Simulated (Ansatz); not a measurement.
C₂H₇FGe, SMILES `C[CH](F)[GeH3]` from Hartree–Fock to CCSD(T)

Cartesian coordinates in Å:
```
C -0.5187 -0.0043 -1.3469
C -0.3803 -0.6043 0.0283
F 0.2127 -1.8643 -0.0799
Ge 0.7220 0.4817 1.2684
H 0.4580 0.1516 -1.8103
H -1.1061 -0.6611 -1.9939
H -1.0282 0.9609 -1.2869
H -1.3673 -0.7611 0.4768
H 0.8753 -0.2522 2.6081
H 0.0301 1.8371 1.5015
H 2.1025 0.7159 0.6348
```

The species carries charge 0 and has multiplicity 1. Correlated methods include outer-core shells of Ge, which these sets cover unevenly. Scalar relativity is left out up to krypton. Geometry: relaxed with PBE0-D4/def2-TZVP. Frozen core, restricted reference, the Gaussian-basis code of Ansatz.

```
     basis      HF (Eh)  MP2 corr.
  def2-SVP  -2254.19429   -0.70736
def2-TZVPP  -2254.67189   -0.86535
def2-QZVPP  -2254.72218   -1.17598
```

Q: Estimate the CCSD correlation energy and the (T) correction in each basis where they were run (hartree).

A: 
```tsv
basis	CCSD corr.	(T)
def2-SVP	-0.74756	-0.01885
def2-TZVPP	-0.90104	-0.03095
```
